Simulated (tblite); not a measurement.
Species: C₃H₁₂FPSi₃.
Z-matrix (Å and degrees, GFN2-xTB geometry), rows numbered from 1:
```
C 
C   1  1.5220
C   2  1.5321  1  113.16
Si  3  1.9249  2  111.68  1    65.00
P   4  2.2482  3  109.42  2   -86.43
Si  5  2.2516  4   97.61  3   -29.84
Si  3  1.9143  2  112.73  1   -59.97
F   7  1.6252  3  105.49  2  -148.10
H   1  1.0889  2  110.83  3    64.69
H   1  1.0881  2  110.48  3  -175.25
H   1  1.0896  2  110.73  3   -55.40
H   2  1.0940  1  108.91  3  -121.79
H   2  1.0934  1  108.98  3   121.53
H   3  1.0943  2  107.02  1  -178.80
H   4  1.4662  3  110.50  2    32.05
H   4  1.4677  3  108.84  2   151.86
H   5  1.3774  4   95.29  3  -126.72
H   6  1.4672  5  109.74  4  -113.70
H   6  1.4686  5  105.95  4   131.19
H   7  1.4614  3  111.86  2   -38.88
```

Calculated harmonic vibrations of the isolated species, GFN2-xTB (tblite), most abundant isotopes, no scaling. The method is semi-empirical: single wavenumbers can be off by several per cent or more. Modes of hydrogen on phosphorus and silicon can be 10 to 20 % off. One conformer, not necessarily the lowest.

Harmonic wavenumbers (cm⁻¹): 46.6, 69.5, 95.9, 120.0, 147.0, 194.3, 214.3, 228.3, 273.6, 290.0, 378.1, 406.5, 432.9, 448.1, 460.8, 483.5, 516.4, 536.1, 570.1, 594.1, 646.1, 653.6, 668.9, 717.2, 721.0, 748.6, 772.9, 781.5, 788.8, 846.3, 943.4, 1045.5, 1051.0, 1126.7, 1141.8, 1231.9, 1261.3, 1348.3, 1416.3, 1492.4, 1499.6, 1507.7, 2198.3, 2205.5, 2215.2, 2230.6, 2251.3, 2354.5, 2926.5, 2942.4, 2965.1, 3007.7, 3017.1, 3032.4.

A = 1042, B = 963.5, C = 737.2 MHz; mass 181.997 u (most abundant isotopes); point group C1, symmetry number 1.

Question: Zero-point energy?

Answer: ½Σν̃ = 30132 cm⁻¹ = 86.15 kcal/mol.

Question: What is S at 350 K and 1 bar for an ideal gas of classical rigid rotors and harmonic oscillators?

Answer: Translation 42.33, rotation 30.93, vibration 45.27: S = 118.5 cal/(mol K).

Question: And Cp and H(350 K) − H(0)?

Answer: Cp = 55.29 cal/(mol K), of which vibrations give 47.34 (their classical limit is 54 R = 107.3); H(350 K) − H(0) = 11.30 kcal/mol without the zero-point energy, 8.51 from vibrations.

Question: Which modes carry the vibrational entropy at 350 K?

Answer: 46.6 cm⁻¹: 5.27; 69.5 cm⁻¹: 4.48; 95.9 cm⁻¹: 3.85; 120.0 cm⁻¹: 3.41; 147.0 cm⁻¹: 3.02; 194.3 cm⁻¹: 2.49 cal/(mol K); the other 48 give 22.75 together.

Question: Blend soft modes into free rotors: weight 1/[1 + (100 cm⁻¹/ν̃)⁴] for the oscillator and the rest for a rotor with moment μB/(μ + B), μ = h/(8π²ν), B = 10⁻⁴⁴ kg m². What vibrational entropy results?

Answer: 42.26 cal/(mol K) in place of 45.27, which changes −T·S at 350 K by +1.05 kcal/mol.

Hindered rotation and anharmonicity are outside this model. Other conformers, if any are populated, would add a mixing term that is left out. The structure is chiral; the term R ln 2 for an equal mix with its mirror image is left out.
